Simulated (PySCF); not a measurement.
CH8ClNSi2 (SMILES C[SiH2]N[SiH2]Cl), singlet, geometry from GFN2-xTB. Base run: PBE0/6-31G (PySCF).

Here is a job for PySCF.
```python
from pyscf import gto, scf, dft, solvent

mol = gto.Mole()
mol.atom = '''
    Si    1.231277    0.047839   -0.794386
    Cl    1.413026    1.294288    0.773280
    N     0.079500   -1.181379   -0.427625
    Si   -1.496351   -1.091981    0.316971
    C    -2.272579    0.574548   -0.126650
    H     0.791324    0.858466   -1.927417
    H     2.509176   -0.614555   -1.030011
    H     0.382903   -2.118003   -0.633340
    H    -1.365368   -1.230503    1.773673
    H    -2.248678   -2.221459   -0.241706
    H    -3.272216    0.662090    0.287933
    H    -1.680809    1.396835    0.264843
    H    -2.347758    0.704597   -1.202636
'''
mol.basis = '6-31g'
mol.charge = 0
mol.spin = 0
mol.verbose = 4
mol.build()

mf = dft.RKS(mol)
mf.xc = 'pbe0'
mf.kernel()
mf.analyze()
```

Base: dipole (D) 2.47; HOMO-LUMO gap (eV) 7.83.

A changed run: ΔE vs base (kJ/mol) -13.56; dipole (D) 3.07; HOMO-LUMO gap (eV) 7.88.

Problem. Which change was made?
A) model = ddCOSMO; solvent = methanol
B) model = IEF-PCM; solvent = methanol; vdw_scale = 1.1
C) model = IEF-PCM; solvent = toluene
D) model = IEF-PCM; solvent = methanol; vdw_scale = 1.0
E) model = IEF-PCM; solvent = methanol; r_probe = 0.5

Solution. A, model = ddCOSMO; solvent = methanol

The base is the gas phase, so ΔE is the electrostatic part of solvation at a fixed geometry, without cavity and dispersion terms.
